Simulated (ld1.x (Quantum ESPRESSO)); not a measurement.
**Sr (Z = 38): RRKJ pseudisation with PBE, non-relativistic reference atom.**

Sr (Z = 38), norm-conserving RRKJ (Kleinman–Bylander form), made with ld1.x (Quantum ESPRESSO) 7.5 (PBE, non-relativistic). Core [Ar] 3d10, reference 4s2 4p6 4d0 5s2 5p0. Waves: 4s (bound): rc 1.40 bohr; 4p (bound): rc 2.60 bohr; 4d (bound, empty): rc 2.40 bohr. Local part: all-electron potential smoothed inside 2.20 bohr (lloc = -1). Core correction: a·sin(br)/r model core inside 1.20 bohr. rho0 = 0.02.

Occupied shells without a wave of their own: 5s. They enter only through the test configuration that unscreens the potential, and ld1.x also counts them in the model core charge.

All-electron outer shells of the reference configuration (PBE, non-relativistic, ld1.x):

```json
{"shell": "3d", "level (eV)": "-130.77", "outermost node (bohr)": "–", "outermost maximum (bohr)": "0.38"}
{"shell": "4s", "level (eV)": "-39.60", "outermost node (bohr)": "0.61", "outermost maximum (bohr)": "1.22"}
{"shell": "4p", "level (eV)": "-22.94", "outermost node (bohr)": "0.62", "outermost maximum (bohr)": "1.33"}
{"shell": "5s", "level (eV)": "-3.48", "outermost node (bohr)": "1.68", "outermost maximum (bohr)": "3.76"}
{"shell": "4d", "level (eV)": "-1.55", "outermost node (bohr)": "0.65", "outermost maximum (bohr)": "2.04"}
{"shell": "5p", "level (eV)": "-1.34", "outermost node (bohr)": "1.97", "outermost maximum (bohr)": "4.83"}
```

(1) Estimate the cutoffs (Ry, on a coarse ladder) from which the occupation-weighted sum of valence levels, in a spherical-Bessel basis at the reference potential, stays within 10 and 1 mRy of its value at 400 Ry.

(2) Does the potential have ghost states?

(3) Which valence shell sets the plane-wave cutoff?

(4) Tests: 4s2 4p6 4d0 5s1 5p0; 4s2 4p6 4d0 5s0 5p0; 4s2 4p6 4d0 5s1.5 5p0; 4s2 4p6 4d0 5s0 5p2; 4s2 4p5 4d0 5s2 5p0; 4s2 4p6 4d0 5s1 5p1; 4s1 4p6 4d0 5s2 5p0. Which has the largest error in its energy relative to the reference configuration, and how large is it?

## Answers

(1) 80 Ry and 90 Ry.

(2) No extra level below or beside the all-electron valence levels (s, p, d, f tested).

(3) 4s: its level needs 90 Ry to come within 1 mRy, against 70 Ry for 5s.

(4) 4s2 4p6 4d0 5s0 5p0, with -293 meV (all-electron minus pseudo) on +16.64 eV.

ld1.x takes every shell without a wave as core, so the model core holds the 5s electrons as well and exchange and correlation see them twice. This cancels in the reference configuration, but the file is broken for other ones, and its errors say nothing about a proper core correction.
